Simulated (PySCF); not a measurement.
C2H8OTi, SMILES CC[O][TiH3], multiplicity 1. Atoms are numbered in the order given.

```xyz
12

Ti     0.1116    -1.4405     0.0000
O     -0.3854     0.2123     0.0000
C     -0.6682     1.5952     0.0000
C      0.6104     2.4192     0.0000
H     -1.2882     1.8175    -0.8965
H     -1.2882     1.8175     0.8965
H      1.2192     2.1977    -0.8989
H      0.3662     3.5004     0.0000
H      1.2192     2.1977     0.8989
H      1.0404    -1.6292     1.4333
H     -1.3354    -2.3656     0.0000
H      1.0404    -1.6292    -1.4333
```

Geometry: PBE-D3(BJ)/def2-SVP. The multiplicity is an assumed one; no other spin state was optimised. The structure was generated by enumeration; whether it is a known compound was not checked. Other conformers were not sampled.

All values below come from PBE/pcSseg-1 in PySCF.

GIAO shieldings, no solvent; atoms alike by connectivity are averaged. δ = σ(ref) − σ: ¹⁷O against H2O (σ = 334.3 ppm); ¹³C against TMS (σ = 182.0 ppm); ¹H against TMS (σ = 31.49 ppm), references at their B3LYP-D3(BJ)/def2-TZVP geometries, non-relativistic.

Computed chemical shifts:
```csv
nucleus,atoms,count,δ (ppm)
¹⁷O,O2,1,435.1
¹³C,C3,1,93.2
¹³C,C4,1,26.7
¹H,"H10, H11, H12",3,7.36
¹H,"H5, H6",2,5.97
¹H,"H7, H8, H9",3,2.43
```
